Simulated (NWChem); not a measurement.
The numbers come from NWChem runs, not from measurements. System: pyrimidine (C$_{4}$H$_{4}$N$_{2}$), charge 0, spin multiplicity 1, at a geometry optimised with B3LYP/def2-SVP. Level: MP2/def2-SVP, 6 core orbitals frozen.

The NWChem input:

```
start mol
memory heap 200 mb stack 900 mb global 1100 mb
geometry units angstroms nocenter noautoz
  C      0.000000     0.000000     1.357097
  C     -1.186706     0.000000     0.620859
  N     -1.193565     0.000000    -0.714454
  C      0.000000     0.000000    -1.312463
  N      1.193565     0.000000    -0.714454
  C      1.186706     0.000000     0.620859
  H      0.000000     0.000000     2.449079
  H     -2.162267     0.000000     1.122416
  H      0.000000     0.000000    -2.409663
  H      2.162267     0.000000     1.122416
  symmetry group C2v
end
basis spherical
  * library def2-svp
end
scf
  rhf
  nopen 0
  maxiter 100
  thresh 1e-7
  semidirect memsize 60000000 filesize 0
end
mp2
  freeze core 6
end
task mp2 energy
```

Part of the output:

```
             Northwest Computational Chemistry Package (NWChem) 7.3.0
             --------------------------------------------------------

                                NWChem Input Module
                                -------------------

 Scaling coordinates for geometry "geometry" by  1.889725989
 (inverse scale =  0.529177249)

 Turning off AUTOSYM since
 SYMMETRY directive was detected!

                             Geometry "geometry" -> ""
                             -------------------------

 Output coordinates in angstroms (scale by  1.889725989 to convert to a.u.)

  No.       Tag          Charge          X              Y              Z
 ---- ---------------- ---------- -------------- -------------- --------------
    1 C                    6.0000     0.00000000     0.00000000     1.35709700
    2 C                    6.0000    -1.18670600     0.00000000     0.62085900
    3 N                    7.0000    -1.19356500     0.00000000    -0.71445400
    4 C                    6.0000     0.00000000     0.00000000    -1.31246300
    5 N                    7.0000     1.19356500     0.00000000    -0.71445400
    6 C                    6.0000     1.18670600     0.00000000     0.62085900
    7 H                    1.0000     0.00000000     0.00000000     2.44907900
    8 H                    1.0000    -2.16226700     0.00000000     1.12241600
    9 H                    1.0000     0.00000000     0.00000000    -2.40966300
   10 H                    1.0000     2.16226700     0.00000000     1.12241600

 Effective nuclear repulsion energy (a.u.)     208.6267661958

            Nuclear Dipole moment (a.u.)
            ----------------------------
        X                 Y               Z
 ---------------- ---------------- ----------------
     0.0000000000     0.0000000000     0.0000075589

      Symmetry information
      --------------------

 Group name             C2v
 Group number             16
 Group order               4
 No. of unique centers     7

      Symmetry unique atoms

     1    2    3    4    7    8    9


 Summary of "ao basis" -> "" (spherical)
 ------------------------------------------------------------------------------
       Tag                 Description            Shells   Functions and Types
 ---------------- ------------------------------  ------  ---------------------
 *                          def2-svp                  on all atoms

 Summary of "ao basis" -> "ao basis" (spherical)
 ------------------------------------------------------------------------------
       Tag                 Description            Shells   Functions and Types
 ---------------- ------------------------------  ------  ---------------------
 C                          def2-svp                 6       14   3s2p1d
 N                          def2-svp                 6       14   3s2p1d
 H                          def2-svp                 3        5   2s1p

                                 NWChem SCF Module
                                 -----------------

  ao basis        = "ao basis"
  functions       =   104
  atoms           =    10
  closed shells   =    21
  open shells     =     0
  charge          =   0.00
  wavefunction    = RHF
  use symmetry    = T
  symmetry adapt  = T

 Summary of "ao basis" -> "ao basis" (spherical)
 ------------------------------------------------------------------------------
       Tag                 Description            Shells   Functions and Types
 ---------------- ------------------------------  ------  ---------------------
 C                          def2-svp                 6       14   3s2p1d
 N                          def2-svp                 6       14   3s2p1d
 H                          def2-svp                 3        5   2s1p

      Symmetry analysis of basis
      --------------------------

        a1         44
        a2         11
        b1         32
        b2         17

 Forming initial guess at       0.0s

      Superposition of Atomic Density Guess
      -------------------------------------

 Sum of atomic energies:        -260.98472134

      Non-variational initial energy
      ------------------------------

 Total energy =    -264.858394
 1-e energy   =    -764.885675
 2-e energy   =     291.400515
 HOMO         =      -0.289677
 LUMO         =      -0.039232

      Symmetry analysis of molecular orbitals - initial
      -------------------------------------------------

  Numbering of irreducible representations:

     1 a1          2 a2          3 b1          4 b2

  Orbital symmetries:

     1 a1          2 b1          3 a1          4 a1          5 b1
     6 a1          7 a1          8 b1          9 a1         10 a1
    11 b1         12 a1         13 b1         14 a1         15 b2
    16 b1         17 a1         18 a2         19 a1         20 b2
    21 b1         22 a2         23 b2         24 a1         25 b2
    26 a1         27 b1         28 a1         29 a1         30 b1
    31 a1

 Starting SCF solution at       0.6s

 ----------------------------------------------
         Quadratically convergent ROHF

 Convergence threshold     :          1.000E-07
 Maximum no. of iterations :          100
 Final Fock-matrix accuracy:          1.000E-09
 ----------------------------------------------

              iter       energy          gnorm     gmax       time
             ----- ------------------- --------- --------- --------
                 1     -262.4060893241  1.04D+00  1.88D-01      0.7
                 2     -262.4778484201  4.55D-01  7.51D-02      0.7
                 3     -262.4904747264  3.07D-02  8.66D-03      0.8
[...]
       ------------------

         Total SCF energy =   -262.490594005370
      One-electron energy =   -767.785366003510
      Two-electron energy =    296.668005802370
 Nuclear repulsion energy =    208.626766195770

        Time for solution =      0.9s

       Symmetry analysis of molecular orbitals - final
       -----------------------------------------------

  Numbering of irreducible representations:

     1 a1          2 a2          3 b1          4 b2

  Orbital symmetries:

     1 b1          2 a1          3 a1          4 a1          5 b1
     6 a1          7 a1          8 b1          9 a1         10 b1
    11 a1         12 a1         13 b1         14 a1         15 b1
    16 a1         17 b2         18 a1         19 a2         20 b1
    21 b2         22 a2         23 b2         24 a1         25 b1
    26 a1         27 a1         28 b2         29 a1         30 b1
    31 a1

             Final eigenvalues
             -----------------

              1
    1  -15.5746
    2  -15.5746
    3  -11.3210
    4  -11.3070
    5  -11.3069
    6  -11.2586
    7   -1.3055
    8   -1.1865
    9   -1.0653
   10   -0.8883
   11   -0.8856
   12   -0.7370
   13   -0.7078
   14   -0.6472
   15   -0.5980
   16   -0.5883
   17   -0.5790
   18   -0.4715
   19   -0.4252
   20   -0.4161
   21   -0.3806
   22    0.0984
   23    0.1108
   24    0.1853
   25    0.2231
   26    0.2314
   27    0.2478
   28    0.3217
   29    0.3439
   30    0.3800
   31    0.4518

                       ROHF Final Molecular Orbital Analysis
                       -------------------------------------

 Vector   19  Occ=2.000000D+00  E=-4.251811D-01  Symmetry=a2
              MO Center= -3.2D-15,  4.2D-16, -2.3D-01, r^2= 2.7D+00
   Bfn.  Coefficient  Atom+Function         Bfn.  Coefficient  Atom+Function
  ----- ------------  ---------------      ----- ------------  ---------------
    33      0.321164   3 N  py               61     -0.321164   5 N  py
    36     -0.263668   3 N  py               64      0.263668   5 N  py
    19     -0.245074   2 C  py               75      0.245074   6 C  py
    22     -0.179788   2 C  py               78      0.179788   6 C  py

 Vector   20  Occ=2.000000D+00  E=-4.160664D-01  Symmetry=b1
              MO Center= -1.1D-14, -8.1D-16, -4.8D-01, r^2= 3.3D+00
   Bfn.  Coefficient  Atom+Function         Bfn.  Coefficient  Atom+Function
  ----- ------------  ---------------      ----- ------------  ---------------
    32      0.358634   3 N  px               60      0.358634   5 N  px
    35     -0.294075   3 N  px               63     -0.294075   5 N  px
    46      0.198693   4 C  px                4     -0.193504   1 C  px
     7     -0.168147   1 C  px

 Vector   21  Occ=2.000000D+00  E=-3.805596D-01  Symmetry=b2
              MO Center= -1.6D-16, -1.2D-17,  3.6D-01, r^2= 2.7D+00
   Bfn.  Coefficient  Atom+Function         Bfn.  Coefficient  Atom+Function
  ----- ------------  ---------------      ----- ------------  ---------------
     5      0.368957   1 C  py                8      0.308992   1 C  py
    47     -0.276396   4 C  py               50     -0.211686   4 C  py
    19      0.185674   2 C  py               75      0.185674   6 C  py
    33      0.151303   3 N  py               61      0.151303   5 N  py

 Vector   22  Occ=0.000000D+00  E= 9.841835D-02  Symmetry=a2
              MO Center=  7.0D-16,  2.2D-15,  2.1D-01, r^2= 3.3D+00
   Bfn.  Coefficient  Atom+Function         Bfn.  Coefficient  Atom+Function
  ----- ------------  ---------------      ----- ------------  ---------------
    22      0.500020   2 C  py               78     -0.500020   6 C  py
    36     -0.399492   3 N  py               64      0.399492   5 N  py
    19      0.316910   2 C  py               75     -0.316910   6 C  py
    33      0.259659   3 N  py               61     -0.259659   5 N  py

 Vector   23  Occ=0.000000D+00  E= 1.108157D-01  Symmetry=b2
              MO Center= -1.1D-15, -3.2D-17, -1.0D-01, r^2= 3.5D+00
   Bfn.  Coefficient  Atom+Function         Bfn.  Coefficient  Atom+Function
  ----- ------------  ---------------      ----- ------------  ---------------
     8      0.592488   1 C  py               50      0.543742   4 C  py
    47      0.367236   4 C  py               22     -0.346884   2 C  py
    78     -0.346884   6 C  py                5      0.297975   1 C  py
    36     -0.215378   3 N  py               64     -0.215378   5 N  py
    19     -0.179090   2 C  py               75     -0.179090   6 C  py

 Vector   24  Occ=0.000000D+00  E= 1.853183D-01  Symmetry=a1
              MO Center=  2.8D-13,  1.5D-16,  2.0D+00, r^2= 6.4D+00
   Bfn.  Coefficient  Atom+Function         Bfn.  Coefficient  Atom+Function
  ----- ------------  ---------------      ----- ------------  ---------------
    86      1.534156   7 H  s                 3     -1.134828   1 C  s
    91      1.099666   8 H  s               101      1.099666  10 H  s
    17     -0.742598   2 C  s                73     -0.742598   6 C  s
     9     -0.636001   1 C  pz               21      0.427499   2 C  px
    77     -0.427499   6 C  px               96      0.258645   9 H  s

 center of mass
 --------------
 x =  -0.00000000 y =   0.00000000 z =  -0.05361366

 moments of inertia (a.u.)
 ------------------
         288.148394589711           0.000000000000           0.000000000000
           0.000000000000         584.975077226151           0.000000000000
           0.000000000000           0.000000000000         296.826682636441

  Mulliken analysis of the total density
  --------------------------------------

    Atom       Charge   Shell Charges
 -----------   ------   -------------------------------------------------------
    1 C    6     6.19   1.99  0.88  0.29  2.05  0.94  0.04
    2 C    6     5.82   1.99  0.90  0.20  1.96  0.70  0.07
    3 N    7     7.37   1.99  1.01  0.55  2.32  1.45  0.03
    4 C    6     5.73   1.99  0.91  0.16  1.94  0.64  0.09
    5 N    7     7.37   1.99  1.01  0.55  2.32  1.45  0.03
    6 C    6     5.82   1.99  0.90  0.20  1.96  0.70  0.07
    7 H    1     0.93   0.75  0.16  0.03
    8 H    1     0.93   0.76  0.15  0.02
    9 H    1     0.93   0.76  0.15  0.02
   10 H    1     0.93   0.76  0.15  0.02

       Multipole analysis of the density wrt the origin
       ------------------------------------------------

     L   x y z        total         open         nuclear
     -   - - -        -----         ----         -------
     0   0 0 0     -0.000000      0.000000     42.000000

     1   1 0 0      0.000000      0.000000      0.000000
     1   0 1 0     -0.000000      0.000000      0.000000
     1   0 0 1      0.949972      0.000000      0.000008

     2   2 0 0    -27.848517      0.000000    164.963225
     2   1 1 0      0.000000      0.000000      0.000000
     2   1 0 1      0.000000      0.000000      0.000000
     2   0 2 0    -27.080562      0.000000      0.000000
     2   0 1 1     -0.000000      0.000000      0.000000
     2   0 0 2    -22.974462      0.000000    169.559638

                   NWChem MP2 Semi-direct Energy/Gradient Module
                   ---------------------------------------------

  Basis functions       =    104
  Molecular orbitals    =    104
  Frozen core           =      6
  Frozen virtuals       =      0
  Active alpha occupied =     15
  Active beta occupied  =     15
  Active alpha virtual  =     83
  Active beta virtual   =     83
  Use MO symmetry       = T
  Use skeleton AO sym   = T

  AO/Fock/Back tols     =   1.0D-09  1.0D-09  1.0D-09

 GA uses MA = F    GA memory limited = T

 Available:
  local mem=  1.26D+08
 global mem=  1.44D+08
 local disk=  0.00D+00
  mp2_memr nvloc                    83
  nvloc new                    83
   1 passes of  15:        3145728                      53812                  22830208.
   1 passes of  15: M    126140668           G      144157568           F     122994940.

 Semi-direct pass number   1 of   1  for RHF alpha+beta  at        1.6s
  vrange nnbf                  5389
  mp2_eaftype                    87  avail_ma_in_mb                  1099
 EAF : mp2_eaftype filesize          87   11415104.
  mp2_eaf for mointskh                     87
Node 0 wrote     53.7 Mb in      0.0 s     Agg I/O rate:  2396.4 Mb/s
 Done moints_semi at        5.1s
  mp2_eaftype                    87  avail_ma_in_mb                  1012
 EAF : mp2_eaftype filesize          87   11415104.
  mp2_eaf for kh                    87
 Done maket at        5.4s
 Done multipass loop at        5.4s

          -------------------------------------------
          SCF energy                -262.490594005370
          Correlation energy          -0.828552748231
          Singlet pairs               -0.496328068564
          Triplet pairs               -0.332224679667
          Total MP2 energy          -263.319146753601
          -------------------------------------------

          ---------------------------------------------------
                    Spin Component Scaled (SCS) MP2
          Same spin pairs                     -0.221483119778
          Same spin scaling factor             0.333333333333
          Opposite spin pairs                 -0.607069628453
          Opposite spin scaling fact.          1.200000000000
          SCS-MP2 correlation energy          -0.802311260736
          Total SCS-MP2 energy              -263.292905266107
          ---------------------------------------------------

 -----------------------
 Performance information
 -----------------------

 Timer overhead =  1.25D-07 seconds/call

               Nr. of calls         CPU time (s)                 Wall time (s)                GFlops
             ---------------    -------------------     ------------------------------   -------------------
Name         Min   Avg   Max    Min     Avg     Max     Min     Avg     Max   Mx/calls   Min     Max     Sum
mp2: moin     1     1     1    3.5     3.5     3.5      3.5     3.5     3.5     3.5      0.0     0.0     0.0
mp2: make     1     1     1   0.29    0.29    0.29     0.29    0.29    0.29    0.29      0.0     0.0     0.0
mp2: tota     1     1     1    3.8     3.8     3.8      3.8     3.8     3.8     3.8      0.0     0.0     0.0

 The average no. of pstat calls per process was 3.00D+00
 with a timing overhead of 3.74D-07s

 Task  times  cpu:        5.4s     wall:        5.4s

 Total times  cpu:        5.4s     wall:        5.4s
```
